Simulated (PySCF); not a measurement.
Simulated C 1s region for `C=C[CH2][GeH2][AsH]CC`, binding energy against the vacuum level.

Every computed line was given a Gaussian of 0.7 eV full width at half maximum and an area set by the number of equivalent atoms; the highest printed point is 100. The calculation used delta-SCF UKS SCAN, pcX-2 on the ionised atom, pcseg-1 elsewhere, spin-free X2C in PySCF 2.14.0.

binding energy (eV), intensity and a bar:
```
    288.8          0 
    288.9          0 
    289.0          1 
    289.1          2 #
    289.2          4 #
    289.3          8 ##
    289.4         13 ####
    289.5         20 ######
    289.6         28 ########
    289.7         37 ###########
    289.8         47 ##############
    289.9         58 #################
    290.0         70 #####################
    290.1         82 #########################
    290.2         93 ############################
    290.3        100 ##############################
    290.4        100 ##############################
    290.5         93 ############################
    290.6         79 ########################
    290.7         62 ##################
    290.8         44 #############
    290.9         29 #########
    291.0         17 #####
    291.1          9 ###
    291.2          4 #
    291.3          2 #
    291.4          1 
    291.5          0 
    291.6          0
```

**Question.** Count the maxima, the lines and the sites behind this envelope.

**Answer.** The curve has 1 maximum (at 290.3 eV). Under it lie 5 lines from 5 inequivalent carbon sites. At this width some lines have no maximum of their own.

**Question.** Decompose the envelope and assign each component. Numbering: `[CH2:1]=[CH:2][CH2:3][GeH2:4][AsH:5][CH2:6][CH3:7]`.

**Answer.** 
| position (eV) | relative area | line | atoms | environment |
| --- | --- | --- | --- | --- |
| 289.77 | 1 | C 1s | C1 | terminal =CH2 carbon |
| 290.23 | 1 | C 1s | C3 | sp3 carbon bound to germanium |
| 290.28 | 1 | C 1s | C6 | chain CH2 carbon |
| 290.46 | 1 | C 1s | C2 | alkene CH carbon |
| 290.57 | 1 | C 1s | C7 | methyl carbon |

The listed C 1s values span 0.80 eV, from C1 (bonded to C (double bond) and 2 H) to C7 (bonded to C and 3 H). Summing the Pauling electronegativity differences to the bonded atoms, each weighted by its formal bond order, gives -0.70 for the lowest site and -1.05 for the highest; the largest sum, -0.35, belongs to C2, 0.11 eV below the top. The smallest sum, -1.24, belongs to C3, 0.46 eV above the lowest.

Shake-up satellites, vibrational structure and lifetime widths aren't simulated. Isolated species at its PBE0-D3(BJ)/def2-SVP geometry (one conformer only).

Conformer computed: `[CH2:1]=[CH:2][CH2:3][GeH2:4][AsH:5][CH2:6][CH3:7]`: C1–C2–C3–Ge4 -103°, C2–C3–Ge4–As5 61°, C3–Ge4–As5–C6 -166°, Ge4–As5–C6–C7 164°.
